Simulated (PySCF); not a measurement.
## Vanadium: a sound run and one with changed settings

Sound run: V⁺ [Ar] 3d4, V²⁺ [Ar] 3d3. All numbers are calculated (PySCF 2.14, the non-relativistic Hamiltonian (point nucleus), in aug-cc-pVDZ). In the sound run the correlated levels freeze [Ar]. The sound run starts from symmetry-adapted Hartree-Fock orbitals and uses a fine grid where one is needed.

Changed run: scalar relativity by spin-free X2C-1e. This setting is unsound on purpose.

```json
{"species": "V⁺", "method": "UHF", "sound run (hartree)": "-942.67294", "changed run (hartree)": "-947.09976", "converged": "yes"}
{"species": "V⁺", "method": "BP86", "sound run (hartree)": "-943.78093", "changed run (hartree)": "-948.20664", "converged": "yes"}
{"species": "V⁺", "method": "PBE", "sound run (hartree)": "-943.43114", "changed run (hartree)": "-947.85678", "converged": "yes"}
{"species": "V⁺", "method": "MP2", "sound run (hartree)": "-942.71087", "changed run (hartree)": "-947.13791", "converged": "yes"}
{"species": "V²⁺", "method": "UHF", "sound run (hartree)": "-942.18369", "changed run (hartree)": "-946.61320", "converged": "yes"}
{"species": "V²⁺", "method": "BP86", "sound run (hartree)": "-943.21515", "changed run (hartree)": "-947.64333", "converged": "yes"}
{"species": "V²⁺", "method": "PBE", "sound run (hartree)": "-942.86504", "changed run (hartree)": "-947.29319", "converged": "yes"}
{"species": "V²⁺", "method": "MP2", "sound run (hartree)": "-942.19646", "changed run (hartree)": "-946.62604", "converged": "yes"}
```

Ionisation energy of V⁺:

| method | sound run (eV) | changed run (eV) |
| --- | --- | --- |
| UHF | 13.313 | 13.240 |
| BP86 | 15.396 | 15.328 |
| PBE | 15.404 | 15.336 |
| MP2 | 13.998 | 13.929 |
| SCS-MP2 | 13.542 | 13.470 |

Most of the change in total energy is the relativistic energy itself. On top of that the contraction fixes the core shape for the Hamiltonian it was made with, so the changed run is not a good calculation with the other Hamiltonian either.

For comparison, NIST gives 14.634 ± 0.007 eV between the lowest levels.
